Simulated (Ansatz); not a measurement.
Geometry optimisation, RKS PBE-D4/6-31G* in Ansatz 0.2.0.

Input:

```yaml
crystal:
  periodic: [false, false, false]
  atoms:
    - { symbol: Al, position_ang: [0.026434, 0.243415, -0.034797] }
    - { symbol: H, position_ang: [-0.176823, 0.320326, 1.518284] }
    - { symbol: F, position_ang: [1.541051, 0.389255, -0.705531] }
    - { symbol: F, position_ang: [-1.276355, 0.088381, -1.057059] }
    - { symbol: "N", position_ang: [0.041195, -2.516947, 1.387676] }
    - { symbol: H, position_ang: [-0.681658, -2.713823, 0.688222] }
    - { symbol: H, position_ang: [0.967629, -2.617609, 0.961186] }
    - { symbol: H, position_ang: [-0.073474, -1.539098, 1.734719] }
basis:
  gaussian: { orbitals: "6-31G*" }
hamiltonian:
  xc: pbe
  dispersion: d4
relax:
  f_tol: 0.03
  max_steps: 50
```

Command:

```bash
$ ansatz run input.yaml --threads 1 --pin off --max-ram 2048MiB --backend cpu --events-out ev --progress --plain --runs-dir out
```

Task: Where does it end, and by what steps?

Result: It converged. After 12 steps the energy has fallen by 1.426 eV; N5 moved furthest, 0.70 Å. Joined: Al1–N5 (3.11 → 2.06 Å).

| step | energy less start (eV) | largest force component (eV/Å) | accepted |
| --- | --- | --- | --- |
| 0 | 0.0000 | 0.894 | yes |
| 1 | -0.1054 | 1.056 | yes |
| 2 | -0.2062 | 1.460 | yes |
| 3 | -0.3239 | 1.836 | yes |
| 4 | -0.4413 | 1.588 | yes |
| 5 | -0.5274 | 1.099 | yes |
| 6 | -0.8006 | 1.726 | yes |
| 7 | -1.1648 | 1.331 | yes |
| 8 | -1.2680 | 2.260 | yes |
| 9 | -1.4212 | 0.204 | yes |
| 10 | -1.4251 | 0.074 | yes |
| 11 | -1.4260 | 0.037 | yes |
| 12 | -1.4263 | 0.009 | yes |

```xyz
8
Properties=species:S:1:pos:R:3
Al 0.011 -0.043 0.205
H -0.237 0.894 1.480
F 1.545 -0.040 -0.494
F -1.266 -0.273 -0.870
N 0.069 -1.963 0.959
H -0.668 -2.520 0.508
H 0.976 -2.386 0.727
H -0.062 -2.016 1.977
```

Whether the end is a true minimum wasn't checked by a vibrational analysis.

Run time: 20 s on 1 thread of Intel(R) Xeon(R) Platinum 8488C (Sapphire Rapids), with other jobs on the host, peak memory 0.16 GiB.
